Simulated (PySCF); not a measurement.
## Xe⁴⁸⁺ (xenon, charge +48) across methods

[He] 2s2 2p2, high-spin 3P determinant. Computed with PySCF 2.14 in an even-tempered Gaussian basis (19 s from 24 bohr⁻², ratio 2.2; 12 p from 31 bohr⁻², ratio 2.2; 5 d from 120 bohr⁻², ratio 2.4; 5 f from 170 bohr⁻², ratio 2.4; 4 g from 260 bohr⁻², ratio 2.4), with the spin-free X2C one-electron Hamiltonian (Gaussian nucleus).

| method | E (hartree) | mean ε 2s α (eV) | mean ε 2s β (eV) | mean ε 2p α (eV) | Σ⟨r²⟩ (bohr²) | ⟨S²⟩ |
| --- | --- | --- | --- | --- | --- | --- |
| r2SCAN | -4368.49 | -9090.2 | -9035.2 | -8662.9 | 0.05142 | 2.000 |
| M06-2X | -4369.08 | -9133.2 | -9073.8 | -8709.4 | 0.05142 | 2.000 |
| PBEsol | -4365.95 | -9071.6 | -9025.6 | -8645.5 | 0.05146 | 2.000 |
| LDA | -4362.52 | -9067.1 | -9021.1 | -8642.3 | 0.05150 | 2.000 |
| UHF | -4368.17006 | -9200.1 | -9111.1 | -8767.6 | 0.05142 | 2.000 |
| PBE0 | -4368.32 | -9106.7 | -9050.7 | -8678.7 | 0.05144 | 2.000 |
| PBE | -4368.31 | -9075.1 | -9029.8 | -8648.7 | 0.05145 | 2.000 |

Spin-orbit coupling is strong in this species (close to jj coupling), so the high-spin LS determinant is a model state, not a physical level.
